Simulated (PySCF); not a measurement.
# Electron correlation in C²⁺ (carbon, charge +2)

[He] 2s2, closed-shell 1S. All numbers are calculated (PySCF 2.14, the spin-free X2C one-electron Hamiltonian (Gaussian nucleus), in x2c-SVPall). Frozen: 1s2; 2 electrons correlated.

Total MP2 correlation energy: -40.08 mhartree.

Same-spin part 0.00 and opposite-spin part -40.08 mhartree; SCS-MP2 scales them by 1/3 and 6/5 to -48.10 mhartree.

With two correlated electrons CCSD is exact within the correlated space (frozen core and kept virtual orbitals).

```json
{"level": "CCSD", "correlation energy (mhartree)": "-73.07"}
```

Diagnostics: T1 = 0.0091, D1 = 0.0128, largest double amplitude 0.163.

A double-excitation amplitude exceeds 0.15, a sign of near-degeneracy.

Cost of the coupled-cluster step: 0.04 s of wall time on 1 thread of Neoverse-V2 (shared host), for 2 correlated electrons.
